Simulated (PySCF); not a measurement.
**Bond curve of H2**

Set-up: PySCF, no relativity, basis sets H aug-pcseg-1. Energies in eV from H + H in their ground configurations at the same level. State: singlet, closed shell.

Curves on a restricted Hartree–Fock reference rise too fast on stretching and do not dissociate correctly.

```csv
R (Å),RHF-CCSD
0.679,-4.436
0.710,-4.514
0.732,-4.543
0.755,-4.551
0.778,-4.541
0.808,-4.502
0.846,-4.422
0.891,-4.289
```

Question: Put a parabola through the three lowest points of the RHF-CCSD curve and estimate Re, k and ωe (reduced mass 0.5039 u; 1 eV/Å² = 0.16022 mdyn/Å; ωe = 1302.8·√(k/μ) cm⁻¹).

Answer: Through R = 0.732, 0.755, 0.778 Å the second-order coefficient is 17.0 eV/Å², so Re ≈ 0.754 Å, k ≈ 5.45 mdyn/Å and ωe ≈ 4285 cm⁻¹. A polynomial fit of higher order to the unrounded RHF-CCSD energies gives Re = 0.753 Å, k = 5.82 mdyn/Å, ωe = 4427 cm⁻¹; anharmonicity and rounding make the difference.

The higher-order fit for each curve: RHF-CCSD: Re = 0.753 Å, ωe = 4427 cm⁻¹, De = 4.55 eV.

Correlated steps freeze no core orbitals. Correlated levels converge slowly with the basis: in double zeta they bind strong bonds too weakly, by up to about 1 eV, and carry superposition errors of some tenths. Where the molecule has an RHF reference, its open-shell atoms are computed with UHF.
